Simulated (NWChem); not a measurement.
A series in which one site is exchanged, each optimised at PBE0/def2-SVP with NWChem, gas phase unless a solvent is named. All stand in one matching conformer (torsions within 35°), which need not be the lowest. Low-valent species are run as closed-shell singlets; no triplet was tried in these runs. Some are not confirmed as minima by frequencies. def2 effective core potentials on I, Pb; no spin-orbit coupling.

A: [OH][Pb][I] (PbHOI; site = I)
B: [Pb]([OH])[Br] (PbHOBr; site = Br)
C: [OH][Pb][Cl] (PbHOCl; site = Cl)

```json
[
 {"quantity": "dipole (D), PBE0/def2-SVP", "A": "5.13", "B": "5.24", "C": "?"},
 {"quantity": "orbital gap (eV), PBE0/def2-SVP", "A": "4.34", "B": "4.81", "C": "?"},
 {"quantity": "lowest singlet excitation, PBE/def2-SVPD, TDA (eV)", "A": "2.72", "B": "3.19", "C": "?"}
]
```

### Question
Fill in the missing entries.

### Answer

- dipole (D), PBE0/def2-SVP, C: 5.22
- orbital gap (eV), PBE0/def2-SVP, C: 5.05
- lowest singlet excitation, PBE/def2-SVPD, TDA (eV), C: 3.53
